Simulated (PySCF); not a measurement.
Computed with PBE-D3(BJ)/def2-TZVP // B3LYP-D3(BJ)/def2-TZVP in PySCF 2.14.0. All species are isolated molecules in the gas phase. Excitations are Tamm–Dancoff values on a coarser integration grid. The basis has no diffuse functions, so Rydberg states are missing or too high.

Reference species (SMILES): `[SiH3][Al]([SiH3])[SiH3]` (neutral, multiplicity 1).

```
Quantity                  Result
----------------------  --------
S1 oscillator strength     0.000
T1 excitation (TDA)      2.62 eV
LUMO                    -3.36 eV
```

Changed species: `[Br][Al]([Br])[Br]` (0 of 3 Br replaced by SiH3; the reference has 3 of 3 Br replaced by SiH3).

Question: Predict the effect on the S1 oscillator strength, T1 excitation (TDA) and LUMO.

Answer: the S1 oscillator strength hardly moves; the T1 excitation (TDA) goes up by 2.18 eV, to 4.80 eV; the LUMO rises by 0.91 eV, to -2.45 eV.
